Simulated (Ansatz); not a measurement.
Isolated molecules relaxed with PBE0-D4/def2-TZVP in Ansatz; ΔE leaves out vibrations. CCSD(T)/CBS adds triple-zeta CCSD(T) − MP2 to the extrapolated MP2 energy (def2 sets, frozen cores). DFT in def2-TZVPP. For Sc outer-core shells are correlated without core-valence functions, which leaves a few kJ/mol of doubt a bond. Scalar relativity is left out up to krypton. Each species was taken in one conformer, which may not be the lowest.

`[CH3][Al]([NH2])[Cl]` + `[NH2][Sc]([Cl])[Cl]` → `[CH3][Al]([NH2])[NH2]` + `[Cl][Sc]([Cl])[Cl]`  (redistribution)

**Question.** Is it downhill or uphill in electronic energy at CCSD(T)/CBS, and by how much? (Estimate.)

**Answer.** The calculation gave: Downhill: ΔE = -2.7 kcal/mol.

**Question.** What do these levels give: r2SCAN-D4, BHLYP-D4, PBE, MP2/def2-TZVPP, SCS-MP2/def2-QZVPP, HF/CBS(def2)? (Best estimate.)

**Answer.** Computed: r2SCAN-D4 -2.5, BHLYP-D4 -3.0, PBE -1.8, MP2/def2-TZVPP -2.6, SCS-MP2/def2-QZVPP -2.8, HF/CBS(def2) -4.6 kcal/mol.

Largest T1 diagnostic among the species: 0.014.

In def2-TZVPP, CCSD(T) changes the Hartree–Fock value by +1.1 kcal/mol (the triples alone add +0.0 kcal/mol) and MP2 by +1.3 kcal/mol. Leaving LDA and LC-ωPBE aside and taking each functional with its dispersion term where it has one, the values, not all of them listed here, spread over 1.5 kcal/mol, from BHLYP-D4 to revPBE-D4. At CCSD(T), def2-SVP lies +1.0 kcal/mol from the extrapolated value and def2-TZVPP −0.0 kcal/mol.
